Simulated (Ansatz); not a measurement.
Isolated molecules relaxed with PBE0-D4/def2-TZVP in Ansatz; ΔE leaves out vibrations. CCSD(T)/CBS adds triple-zeta CCSD(T) − MP2 to the extrapolated MP2 energy (def2 sets, frozen cores). This one scheme is used for every species. Functionals use def2-TZVPP. B3LYP here is the variant with VWN-RPA as its local correlation; programs differ in this. For Ge outer-core shells are correlated without core-valence functions, which leaves a few kJ/mol of doubt a bond. Scalar relativity is left out up to krypton. One conformer a species, not always the lowest.

Reaction (ligand exchange at a Ge–O bond): `[OH][GeH]([OH])[Cl]` + CH₃OH → `C[O][GeH]([OH])[Cl]` + H₂O

| level | ΔE (eV) |
| --- | --- |
| PBE0 | 0.04 |
| B3LYP | 0.05 |
| CCSD(T)/def2-SVP | -0.02 |
| SCS-MP2/def2-TZVPP | -0.02 |

(1) What does CCSD(T)/CBS give? (Estimate.)

Largest T1 diagnostic among the species: 0.011.

Results:

(1) The calculation gave: -0.04 eV. The listed levels differ from it by 0.08, 0.09, 0.02, 0.02 eV.

Leaving LDA and LC-ωPBE aside and taking each functional with its dispersion term where it has one, the values, not all of them listed here, spread over 0.03 eV, from BLYP-D4 to B2PLYP. LDA lies −0.04 eV from PBE without D4. The D4 term adds −0.06 eV with B3LYP and −0.04 eV with PBE0; it sums over pairs of atoms, weighted by their polarisabilities, and B3LYP, whose exchange is more repulsive, gets the larger term. In def2-TZVPP, CCSD(T) changes the Hartree–Fock value by −0.08 eV (the triples alone add −0.01 eV) and MP2 by −0.10 eV.
